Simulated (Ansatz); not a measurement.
Relaxation of GaH₅O₂ (8 atoms, charge 0, multiplicity 1), to a largest force component of 0.03 eV/Å in at most 50 steps.

Computed with RKS B3LYP/def2-mTZVP (Ansatz 0.2.0).

```xyz
8
Properties=species:S:1:pos:R:3:forces:R:3
Ga -0.969 -0.300 -1.578 -0.25 0.35 -0.21
H -0.195 -1.323 -0.711 0.21 -0.40 0.15
H -0.196 0.502 -2.687 0.01 0.01 0.01
H -2.515 -0.120 -1.374 0.01 0.00 0.00
H 0.576 -0.649 0.919 0.01 -0.02 0.06
O 0.250 0.177 1.317 0.04 0.07 -0.01
O 1.303 0.482 2.274 0.02 0.04 0.03
H 1.747 1.232 1.841 -0.05 -0.03 -0.02
```

Where does it end, and by what steps?

It converged. After 14 steps the energy has fallen by 0.348 eV; O7 moved furthest, 1.21 Å. Joined: Ga1–O6.

```json
{"step": "0", "energy less start (eV)": "0.0000", "largest force component (eV/Å)": "0.403", "accepted": "yes"}
{"step": "1", "energy less start (eV)": "-0.0115", "largest force component (eV/Å)": "0.762", "accepted": "yes"}
{"step": "2", "energy less start (eV)": "-0.0284", "largest force component (eV/Å)": "0.631", "accepted": "yes"}
{"step": "3", "energy less start (eV)": "-0.0439", "largest force component (eV/Å)": "0.478", "accepted": "yes"}
{"step": "4", "energy less start (eV)": "-0.0880", "largest force component (eV/Å)": "0.416", "accepted": "yes"}
{"step": "5", "energy less start (eV)": "-0.1381", "largest force component (eV/Å)": "0.427", "accepted": "yes"}
{"step": "6", "energy less start (eV)": "-0.1810", "largest force component (eV/Å)": "0.194", "accepted": "yes"}
{"step": "7", "energy less start (eV)": "-0.2319", "largest force component (eV/Å)": "0.580", "accepted": "yes"}
{"step": "8", "energy less start (eV)": "-0.2679", "largest force component (eV/Å)": "0.911", "accepted": "yes"}
{"step": "9", "energy less start (eV)": "-0.2932", "largest force component (eV/Å)": "0.502", "accepted": "yes"}
{"step": "10", "energy less start (eV)": "-0.3272", "largest force component (eV/Å)": "0.318", "accepted": "yes"}
{"step": "11", "energy less start (eV)": "-0.3436", "largest force component (eV/Å)": "0.125", "accepted": "yes"}
{"step": "12", "energy less start (eV)": "-0.3445", "largest force component (eV/Å)": "0.098", "accepted": "yes"}
{"step": "13", "energy less start (eV)": "-0.3472", "largest force component (eV/Å)": "0.089", "accepted": "yes"}
{"step": "14", "energy less start (eV)": "-0.3478", "largest force component (eV/Å)": "0.012", "accepted": "yes"}
```

```xyz
8
Properties=species:S:1:pos:R:3
Ga -0.687 -0.263 -1.162
H -0.371 -1.815 -1.251
H 0.126 0.746 -2.057
H -2.040 0.182 -0.486
H 0.422 -0.926 1.259
O 0.657 -0.197 0.658
O 0.491 0.964 1.520
H 1.402 1.309 1.520
```

Whether the end is a true minimum wasn't checked by a vibrational analysis.

Run time: 28 s on 2 threads of Arm Neoverse V2, on a shared host, peak memory 0.2 GiB.
